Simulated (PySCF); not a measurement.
# TiSi: one state, many levels of theory

State: ⁵Δ (quintet), unpaired electrons σ ↑, π ↑↑, δ ↑. Set-up: PySCF, no relativity, basis sets Ti def2-TZVPP, Si def2-TZVPP. De refers to Ti (3d2 4s2) + Si in their high-spin ground configurations, without counterpoise correction. The functionals are run spin-unrestricted. A positive dipole means Ti(−)Si(+).

```csv
Level,Re (Å),ωe (cm⁻¹),De (eV),μ (D),"CPU s a point (SCF and correlation, without the integrals)"
ROHF,2.667,218,n/a,-4.93,2
ROHF-MP2,2.419,347,n/a,n/a,3.8
ROHF-SCS-MP2,2.483,317,n/a,n/a,n/a
ROHF-CCSD,2.454,344,1.57,n/a,n/a
ROHF-CCSD(T),2.445,360,1.88,n/a,200
LDA,2.399,382,n/a,-2.75,3.7
PBE,2.437,366,n/a,-3.12,4.4
BP86,2.438,365,n/a,-3.04,3
TPSS,2.441,367,n/a,-3.72,5.4
r²SCAN,2.425,374,n/a,-3.86,7.5
TPSSh,2.435,370,n/a,-4.04,6
PBE0,2.422,375,n/a,-4.07,6.3
ωB97X-V,2.405,390,n/a,-4.80,24
```

(1) What does a quarter of exact exchange do here, going from PBE to PBE0?

(2) What does the step from GGA to meta-GGA do here, going from PBE to r²SCAN?

(3) What does a tenth of exact exchange do here, going from TPSS to TPSSh?

Correlated steps freeze 10 core orbitals. De is left out where the level can put another filling of the metal’s s and d shells below the measured ground configuration, by anything from nothing to about 1 eV. The CCSD T1 diagnostic is raised, a sign that a single reference may not be enough here. UHF is strongly spin-contaminated for TiSi, so the ROHF reference used there is far from stable. With d or f electrons several states lie close, and the lowest PBE0 determinant need not be the measured ground state.

The whole job (state search and all levels along the bond) took about 27 min on 2 threads of Arm Neoverse V1 (shared host), peak memory 5.5 GiB.

Answers

(1) PBE0 less PBE: -1.5 pm in Re, +2.5 % in ωe. Exact exchange removes part of the self-interaction that spreads semilocal densities, and in most molecules shortens and stiffens the bond and lowers De; so it does here.

(2) r²SCAN less PBE: -1.2 pm in Re, +2.2 % in ωe. 

(3) TPSSh less TPSS: -0.6 pm in Re, +0.8 % in ωe. Exact exchange removes part of the self-interaction that spreads semilocal densities, and in most molecules shortens and stiffens the bond and lowers De; so it does here.
